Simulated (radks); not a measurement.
The numbers below are computed, except where a source is named.
Problem. Species: Mg6+. Configuration: [He] 2s2 2p2. Code: a radial shooting solver on a logarithmic mesh with Libxc functionals. Model: Dirac Kohn-Sham, PBEsol, spin-unpolarised, spherical densities, finite nucleus; open shells fill j = l - 1/2 first; Fermi nuclear charge, rms radius 3.057 fm. Some entries of the table are withheld. Estimate them.

orbital,occ.,eigenvalue (eV),<1/r> (bohr^-1)
1s1/2,2,-1453.524,11.64
2s1/2,2,-230.7111,2.415
2p1/2,2,(1),(2)
2p3/2,0,(3),(4)

Solution. 
(1) 2p1/2 eigenvalue (eV): -202.5376
(2) 2p1/2 <1/r> (bohr^-1): 2.340
(3) 2p3/2 eigenvalue (eV): -202.0990
(4) 2p3/2 <1/r> (bohr^-1): 2.332
